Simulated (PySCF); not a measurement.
B$_{2}$H$_{2}$N, AlBH$_{2}$N (calculated)

Calculation on a computer-drawn molecule: vertical ionisation energy to the stated ion spin, frozen-core CCSD(T) at the basis limit and cheaper methods, single-reference cases, UHF for radicals, no spin-orbit; all values are single points at the evaluated structure, the first of each entry, which is the reference or a displaced copy of it and isn't optimised; the reference structure only sets the zero of the energies above reference; triples share is (T) over the correlation energy. Program: PySCF 2.14.0.

Common to all runs: charge 0; multiplicity 2; ion multiplicity 1; diffuse functions no; reference is the Hartree-Fock double-zeta minimum; best is HF at quadruple zeta + MP2 correlation extrapolated from triple and quadruple zeta + CCSD(T) minus MP2 at triple zeta; basis step is the size of the change from the same recipe one zeta lower.

```yaml
- entry: 1
  formula: B2H2N
  evaluated_structure:
    atoms_angstrom:
      - [B, 1.2273, 0.7943, -2.7143]
      - ["N", 2.0213, 1.5036, -1.9903]
      - [B, 2.7623, 1.8361, -0.9941]
      - [H, 0.429, 0.3701, -3.5192]
      - [H, 4.0957, 2.3385, -1.0375]
  reference_structure:
    atoms_angstrom:
      - [B, 1.2169, 0.8148, -2.6765]
      - ["N", 1.9949, 1.3688, -1.8696]
      - [B, 2.7704, 1.9672, -0.8991]
      - [H, 0.4862, 0.296, -3.4295]
      - [H, 3.8787, 2.4028, -1.0216]
  given:
    basis: cc-pVnZ
    drawn_bonds_atom: [1, 2, 1, 3]
    drawn_bonds_other_atom: [2, 3, 4, 5]
    drawn_bonds_order: [1, 2, 1, 1]
  results:
    "ionisation_energy_best [eV]": 7.111
    "ionisation_energy_basis_step [eV]": 0.02203
    "energy_above_reference_best [kcal/mol]": 16.84
    "energy_above_reference_basis_step [kcal/mol]": 0.2196
    triple_zeta_method: [HF, PBE, r2SCAN, B3LYP, wB97X, MP2, CCSD, "CCSD(T)"]
    "triple_zeta_ionisation_energy [eV]": [6.568, 7.33, 7.421, 7.286, 7.087, 6.932, 7.034, 7.058]
    "triple_zeta_energy_above_reference [kcal/mol]": [19.54, 14.1, 15.29, 15.93, 16.76, 18.89, 17.4, 16.94]
    "total_energy_HF_triple_zeta [hartree]": -104.9606
    "total_energy_CCSD(T)_triple_zeta [hartree]": -105.3626
    "total_energy_best [hartree]": -105.4131
    T1_diagnostic_at_triple_zeta: 0.02404
    D1_diagnostic_at_triple_zeta: 0.06965
    spin_squared_at_triple_zeta: 0.8031
    ion_T1_diagnostic_at_triple_zeta: 0.01563
    ion_D1_diagnostic_at_triple_zeta: 0.03838
    triples_share_at_triple_zeta: 0.04697
    basis_functions_triple_zeta: 118
    "dipole_magnitude_HF_at_triple_zeta [debye]": 3.175
    "dipole_magnitude_CCSD_unrelaxed_at_triple_zeta [debye]": 2.527
    "dipole_magnitude_PBE_at_triple_zeta [debye]": 2.086
    "dipole_magnitude_r2SCAN_at_triple_zeta [debye]": 2.197
    "dipole_magnitude_B3LYP_at_triple_zeta [debye]": 2.363
    "dipole_magnitude_wB97X_at_triple_zeta [debye]": 2.699
- entry: 2
  formula: B2H2N
  evaluated_structure:
    atoms_angstrom:
      - [B, 1.2291, 0.8555, -2.664]
      - ["N", 1.997, 1.422, -1.8081]
      - [B, 2.7576, 1.9363, -0.9458]
      - [H, 0.4987, 0.2665, -3.4068]
      - [H, 3.8583, 2.3484, -1.0742]
  reference_structure:
    atoms_angstrom:
      - [B, 1.2169, 0.8148, -2.6765]
      - ["N", 1.9949, 1.3688, -1.8696]
      - [B, 2.7704, 1.9672, -0.8991]
      - [H, 0.4862, 0.296, -3.4295]
      - [H, 3.8787, 2.4028, -1.0216]
  given:
    basis: cc-pVnZ
    drawn_bonds_atom: [1, 2, 1, 3]
    drawn_bonds_other_atom: [2, 3, 4, 5]
    drawn_bonds_order: [1, 2, 1, 1]
  results:
    "ionisation_energy_best [eV]": 6.958
    "ionisation_energy_basis_step [eV]": 0.01625
    "energy_above_reference_best [kcal/mol]": 6.857
    "energy_above_reference_basis_step [kcal/mol]": 0.3721
    triple_zeta_method: [HF, PBE, r2SCAN, B3LYP, wB97X, MP2, CCSD, "CCSD(T)"]
    "triple_zeta_ionisation_energy [eV]": [6.324, 7.195, 7.267, 7.125, 6.902, 6.726, 6.877, 6.903]
    "triple_zeta_energy_above_reference [kcal/mol]": [8.41, 4.91, 4.909, 5.23, 6.689, 9.335, 7.44, 7.42]
    "total_energy_HF_triple_zeta [hartree]": -104.9784
    "total_energy_CCSD(T)_triple_zeta [hartree]": -105.3778
    "total_energy_best [hartree]": -105.4290
    T1_diagnostic_at_triple_zeta: 0.02478
    D1_diagnostic_at_triple_zeta: 0.07553
    spin_squared_at_triple_zeta: 0.8244
    ion_T1_diagnostic_at_triple_zeta: 0.01485
    ion_D1_diagnostic_at_triple_zeta: 0.03754
    triples_share_at_triple_zeta: 0.04551
    basis_functions_triple_zeta: 118
    "dipole_magnitude_HF_at_triple_zeta [debye]": 2.473
    "dipole_magnitude_CCSD_unrelaxed_at_triple_zeta [debye]": 2.022
    "dipole_magnitude_PBE_at_triple_zeta [debye]": 1.632
    "dipole_magnitude_r2SCAN_at_triple_zeta [debye]": 1.689
    "dipole_magnitude_B3LYP_at_triple_zeta [debye]": 1.829
    "dipole_magnitude_wB97X_at_triple_zeta [debye]": 2.122
- entry: 3
  formula: AlBH2N
  evaluated_structure:
    atoms_angstrom:
      - [B, 0.3005, 1.1741, 0.0992]
      - ["N", -0.8059, 0.7206, -0.2584]
      - [Al, -2.415, 0.0707, -0.6432]
      - [H, 1.3424, 1.6007, 0.4281]
      - [H, -2.7955, -0.1334, -2.1772]
  reference_structure:
    atoms_angstrom:
      - [B, 0.3005, 1.1741, 0.0992]
      - ["N", -0.8059, 0.7206, -0.2584]
      - [Al, -2.415, 0.0707, -0.6432]
      - [H, 1.3424, 1.6007, 0.4281]
      - [H, -2.7955, -0.1334, -2.1772]
  given:
    basis: "cc-pV(n+d)Z"
    drawn_bonds_atom: [1, 2, 1, 3]
    drawn_bonds_other_atom: [2, 3, 4, 5]
    drawn_bonds_order: [1, 2, 1, 1]
  results:
    "ionisation_energy_best [eV]": 7.562
    "ionisation_energy_basis_step [eV]": 0.01498
    "energy_above_reference_best [kcal/mol]": 0.0
    "energy_above_reference_basis_step [kcal/mol]": 0.0
    triple_zeta_method: [HF, PBE, r2SCAN, B3LYP, wB97X, MP2, CCSD, "CCSD(T)"]
    "triple_zeta_ionisation_energy [eV]": [7.278, 7.555, 7.676, 7.622, 7.507, 7.503, 7.52, 7.535]
    "triple_zeta_energy_above_reference [kcal/mol]": [0.0, 0.0, 0.0, 0.0, 0.0, 0.0, 0.0, 0.0]
    "total_energy_HF_triple_zeta [hartree]": -322.2695
    "total_energy_CCSD(T)_triple_zeta [hartree]": -322.6499
    "total_energy_best [hartree]": -322.6995
    T1_diagnostic_at_triple_zeta: 0.01722
    D1_diagnostic_at_triple_zeta: 0.04105
    spin_squared_at_triple_zeta: 0.7555
    ion_T1_diagnostic_at_triple_zeta: 0.01637
    ion_D1_diagnostic_at_triple_zeta: 0.03781
    triples_share_at_triple_zeta: 0.04508
    basis_functions_triple_zeta: 127
    "dipole_magnitude_HF_at_triple_zeta [debye]": 1.58
    "dipole_magnitude_CCSD_unrelaxed_at_triple_zeta [debye]": 0.9561
    "dipole_magnitude_PBE_at_triple_zeta [debye]": 0.8802
    "dipole_magnitude_r2SCAN_at_triple_zeta [debye]": 1.058
    "dipole_magnitude_B3LYP_at_triple_zeta [debye]": 1.019
    "dipole_magnitude_wB97X_at_triple_zeta [debye]": 1.194
- entry: 4
  formula: AlBH2N
  evaluated_structure:
    atoms_angstrom:
      - [B, 0.3138, 1.2578, 0.1438]
      - ["N", -0.8639, 0.7664, -0.2382]
      - [Al, -2.4078, 0.0872, -0.6207]
      - [H, 1.272, 1.584, 0.441]
      - [H, -2.8069, -0.1518, -2.0958]
  reference_structure:
    atoms_angstrom:
      - [B, 0.3005, 1.1741, 0.0992]
      - ["N", -0.8059, 0.7206, -0.2584]
      - [Al, -2.415, 0.0707, -0.6432]
      - [H, 1.3424, 1.6007, 0.4281]
      - [H, -2.7955, -0.1334, -2.1772]
  given:
    basis: "cc-pV(n+d)Z"
    drawn_bonds_atom: [1, 2, 1, 3]
    drawn_bonds_other_atom: [2, 3, 4, 5]
    drawn_bonds_order: [1, 2, 1, 1]
  results:
    "ionisation_energy_best [eV]": 7.287
    "ionisation_energy_basis_step [eV]": 0.01474
    "energy_above_reference_best [kcal/mol]": 10.17
    "energy_above_reference_basis_step [kcal/mol]": 0.62
    triple_zeta_method: [HF, PBE, r2SCAN, B3LYP, wB97X, MP2, CCSD, "CCSD(T)"]
    "triple_zeta_ionisation_energy [eV]": [6.925, 7.296, 7.399, 7.335, 7.198, 7.226, 7.23, 7.259]
    "triple_zeta_energy_above_reference [kcal/mol]": [12.65, 10.15, 10.29, 10.55, 11.35, 9.262, 10.5, 9.742]
    "total_energy_HF_triple_zeta [hartree]": -322.2494
    "total_energy_CCSD(T)_triple_zeta [hartree]": -322.6344
    "total_energy_best [hartree]": -322.6833
    T1_diagnostic_at_triple_zeta: 0.01985
    D1_diagnostic_at_triple_zeta: 0.04922
    spin_squared_at_triple_zeta: 0.7553
    ion_T1_diagnostic_at_triple_zeta: 0.01764
    ion_D1_diagnostic_at_triple_zeta: 0.03965
    triples_share_at_triple_zeta: 0.04768
    basis_functions_triple_zeta: 127
    "dipole_magnitude_HF_at_triple_zeta [debye]": 2.361
    "dipole_magnitude_CCSD_unrelaxed_at_triple_zeta [debye]": 1.499
    "dipole_magnitude_PBE_at_triple_zeta [debye]": 1.347
    "dipole_magnitude_r2SCAN_at_triple_zeta [debye]": 1.566
    "dipole_magnitude_B3LYP_at_triple_zeta [debye]": 1.553
    "dipole_magnitude_wB97X_at_triple_zeta [debye]": 1.847
- entry: 5
  formula: AlBH2N
  evaluated_structure:
    atoms_angstrom:
      - [B, 0.1704, 1.2252, -0.0451]
      - ["N", -0.7792, 0.7101, -0.3172]
      - [Al, -2.4183, 0.0115, -0.5144]
      - [H, 1.4517, 1.5651, 0.4568]
      - [H, -2.8499, -0.1772, -2.1248]
  reference_structure:
    atoms_angstrom:
      - [B, 0.3005, 1.1741, 0.0992]
      - ["N", -0.8059, 0.7206, -0.2584]
      - [Al, -2.415, 0.0707, -0.6432]
      - [H, 1.3424, 1.6007, 0.4281]
      - [H, -2.7955, -0.1334, -2.1772]
  given:
    basis: "cc-pV(n+d)Z"
    drawn_bonds_atom: [1, 2, 1, 3]
    drawn_bonds_other_atom: [2, 3, 4, 5]
    drawn_bonds_order: [1, 2, 1, 1]
  results:
    "ionisation_energy_best [eV]": 7.95
    "ionisation_energy_basis_step [eV]": 0.01403
    "energy_above_reference_best [kcal/mol]": 40.93
    "energy_above_reference_basis_step [kcal/mol]": 1.397
    triple_zeta_method: [HF, PBE, r2SCAN, B3LYP, wB97X, MP2, CCSD, "CCSD(T)"]
    "triple_zeta_ionisation_energy [eV]": [7.775, 7.939, 8.085, 8.039, 7.946, 7.902, 7.922, 7.925]
    "triple_zeta_energy_above_reference [kcal/mol]": [38.85, 40.36, 40.5, 39.7, 39.35, 43.66, 41.18, 42.16]
    "total_energy_HF_triple_zeta [hartree]": -322.2076
    "total_energy_CCSD(T)_triple_zeta [hartree]": -322.5827
    "total_energy_best [hartree]": -322.6343
    T1_diagnostic_at_triple_zeta: 0.01515
    D1_diagnostic_at_triple_zeta: 0.03685
    spin_squared_at_triple_zeta: 0.7574
    ion_T1_diagnostic_at_triple_zeta: 0.01575
    ion_D1_diagnostic_at_triple_zeta: 0.03885
    triples_share_at_triple_zeta: 0.04154
    basis_functions_triple_zeta: 127
    "dipole_magnitude_HF_at_triple_zeta [debye]": 1.013
    "dipole_magnitude_CCSD_unrelaxed_at_triple_zeta [debye]": 0.7888
    "dipole_magnitude_PBE_at_triple_zeta [debye]": 0.6732
    "dipole_magnitude_r2SCAN_at_triple_zeta [debye]": 0.7927
    "dipole_magnitude_B3LYP_at_triple_zeta [debye]": 0.7904
    "dipole_magnitude_wB97X_at_triple_zeta [debye]": 0.7688
- entry: 6
  formula: AlBH2N
  evaluated_structure:
    atoms_angstrom:
      - [B, 0.3156, 1.1615, 0.1366]
      - ["N", -0.7792, 0.7041, -0.3027]
      - [Al, -2.4537, 0.0059, -0.6194]
      - [H, 1.3623, 1.5439, 0.5275]
      - [H, -2.9332, -0.1427, -2.1679]
  reference_structure:
    atoms_angstrom:
      - [B, 0.3005, 1.1741, 0.0992]
      - ["N", -0.8059, 0.7206, -0.2584]
      - [Al, -2.415, 0.0707, -0.6432]
      - [H, 1.3424, 1.6007, 0.4281]
      - [H, -2.7955, -0.1334, -2.1772]
  given:
    basis: "cc-pV(n+d)Z"
    drawn_bonds_atom: [1, 2, 1, 3]
    drawn_bonds_other_atom: [2, 3, 4, 5]
    drawn_bonds_order: [1, 2, 1, 1]
  results:
    "ionisation_energy_best [eV]": 7.704
    "ionisation_energy_basis_step [eV]": 0.0179
    "energy_above_reference_best [kcal/mol]": 0.9024
    "energy_above_reference_basis_step [kcal/mol]": 0.3077
    triple_zeta_method: [HF, PBE, r2SCAN, B3LYP, wB97X, MP2, CCSD, "CCSD(T)"]
    "triple_zeta_ionisation_energy [eV]": [7.438, 7.678, 7.808, 7.756, 7.663, 7.646, 7.666, 7.676]
    "triple_zeta_energy_above_reference [kcal/mol]": [2.389, 0.2856, 1.127, 1.121, 1.375, 0.6274, 1.005, 0.6366]
    "total_energy_HF_triple_zeta [hartree]": -322.2657
    "total_energy_CCSD(T)_triple_zeta [hartree]": -322.6489
    "total_energy_best [hartree]": -322.6980
    T1_diagnostic_at_triple_zeta: 0.01786
    D1_diagnostic_at_triple_zeta: 0.04165
    spin_squared_at_triple_zeta: 0.7566
    ion_T1_diagnostic_at_triple_zeta: 0.01724
    ion_D1_diagnostic_at_triple_zeta: 0.03987
    triples_share_at_triple_zeta: 0.04629
    basis_functions_triple_zeta: 127
    "dipole_magnitude_HF_at_triple_zeta [debye]": 1.409
    "dipole_magnitude_CCSD_unrelaxed_at_triple_zeta [debye]": 0.8111
    "dipole_magnitude_PBE_at_triple_zeta [debye]": 0.7353
    "dipole_magnitude_r2SCAN_at_triple_zeta [debye]": 0.912
    "dipole_magnitude_B3LYP_at_triple_zeta [debye]": 0.8899
    "dipole_magnitude_wB97X_at_triple_zeta [debye]": 1.004
- entry: 7
  formula: AlBH2N
  evaluated_structure:
    atoms_angstrom:
      - [B, 0.2725, 1.1495, 0.0978]
      - ["N", -0.8342, 0.6901, -0.2415]
      - [Al, -2.4105, 0.1218, -0.6654]
      - [H, 1.3322, 1.5906, 0.4287]
      - [H, -2.7987, -0.1412, -2.1912]
  reference_structure:
    atoms_angstrom:
      - [B, 0.3005, 1.1741, 0.0992]
      - ["N", -0.8059, 0.7206, -0.2584]
      - [Al, -2.415, 0.0707, -0.6432]
      - [H, 1.3424, 1.6007, 0.4281]
      - [H, -2.7955, -0.1334, -2.1772]
  given:
    basis: "cc-pV(n+d)Z"
    drawn_bonds_atom: [1, 2, 1, 3]
    drawn_bonds_other_atom: [2, 3, 4, 5]
    drawn_bonds_order: [1, 2, 1, 1]
  results:
    "ionisation_energy_best [eV]": 7.39
    "ionisation_energy_basis_step [eV]": 0.01343
    "energy_above_reference_best [kcal/mol]": 1.251
    "energy_above_reference_basis_step [kcal/mol]": 0.1363
    triple_zeta_method: [HF, PBE, r2SCAN, B3LYP, wB97X, MP2, CCSD, "CCSD(T)"]
    "triple_zeta_ionisation_energy [eV]": [7.082, 7.402, 7.514, 7.456, 7.326, 7.328, 7.342, 7.363]
    "triple_zeta_energy_above_reference [kcal/mol]": [0.669, 1.28, 1.009, 1.143, 0.9394, 1.444, 1.178, 1.304]
    "total_energy_HF_triple_zeta [hartree]": -322.2685
    "total_energy_CCSD(T)_triple_zeta [hartree]": -322.6478
    "total_energy_best [hartree]": -322.6975
    T1_diagnostic_at_triple_zeta: 0.01716
    D1_diagnostic_at_triple_zeta: 0.04197
    spin_squared_at_triple_zeta: 0.7552
    ion_T1_diagnostic_at_triple_zeta: 0.01589
    ion_D1_diagnostic_at_triple_zeta: 0.03598
    triples_share_at_triple_zeta: 0.04468
    basis_functions_triple_zeta: 127
    "dipole_magnitude_HF_at_triple_zeta [debye]": 1.924
    "dipole_magnitude_CCSD_unrelaxed_at_triple_zeta [debye]": 1.269
    "dipole_magnitude_PBE_at_triple_zeta [debye]": 1.161
    "dipole_magnitude_r2SCAN_at_triple_zeta [debye]": 1.347
    "dipole_magnitude_B3LYP_at_triple_zeta [debye]": 1.308
    "dipole_magnitude_wB97X_at_triple_zeta [debye]": 1.526
- entry: 8
  formula: AlBH2N
  evaluated_structure:
    atoms_angstrom:
      - [B, 0.2725, 1.1495, 0.0978]
      - ["N", -0.8342, 0.6901, -0.2415]
      - [Al, -2.4105, 0.1218, -0.6654]
      - [H, 1.3562, 1.6006, 0.4362]
      - [H, -2.7987, -0.1412, -2.1912]
  reference_structure:
    atoms_angstrom:
      - [B, 0.3005, 1.1741, 0.0992]
      - ["N", -0.8059, 0.7206, -0.2584]
      - [Al, -2.415, 0.0707, -0.6432]
      - [H, 1.3424, 1.6007, 0.4281]
      - [H, -2.7955, -0.1334, -2.1772]
  given:
    basis: "cc-pV(n+d)Z"
    drawn_bonds_atom: [1, 2, 1, 3]
    drawn_bonds_other_atom: [2, 3, 4, 5]
    drawn_bonds_order: [1, 2, 1, 1]
  results:
    "dipole_magnitude_HF_at_triple_zeta [debye]": null
```

Questions
1. What dipole magnitude HF at triple zeta does the calculation give for AlBH$_{2}$N (entry 8)?
2. Give the table of triple zeta values for AlBH$_{2}$N (entry 8).

Calculated values
1. 1.912 debye
2. 
Triple zeta:
```csv
method,ionisation energy (eV),energy above reference (kcal/mol)
HF,7.085,1.355
PBE,7.403,1.737
r2SCAN,7.515,1.591
B3LYP,7.457,1.769
wB97X,7.327,1.495
MP2,7.33,2.066
CCSD,7.344,1.752
CCSD(T),7.365,1.856
```

Further results for AlBH$_{2}$N (entry 8):

| Quantity | Value |
| --- | --- |
| ionisation energy best | 7.391 eV |
| ionisation energy basis step | 0.01335 eV |
| energy above reference best | 1.838 kcal/mol |
| energy above reference basis step | 0.132 kcal/mol |
| total energy HF triple zeta | -322.2674 hartree |
| total energy CCSD(T) triple zeta | -322.6470 hartree |
| total energy best | -322.6966 hartree |
| T1 diagnostic at triple zeta | 0.01717 |
| D1 diagnostic at triple zeta | 0.04194 |
| spin squared at triple zeta | 0.7552 |
| ion T1 diagnostic at triple zeta | 0.01591 |
| ion D1 diagnostic at triple zeta | 0.036 |
| triples share at triple zeta | 0.04474 |
| basis functions triple zeta | 127 |
| dipole magnitude CCSD unrelaxed at triple zeta | 1.259 debye |
| dipole magnitude PBE at triple zeta | 1.153 debye |
| dipole magnitude r2SCAN at triple zeta | 1.338 debye |
| dipole magnitude B3LYP at triple zeta | 1.299 debye |
| dipole magnitude wB97X at triple zeta | 1.516 debye |
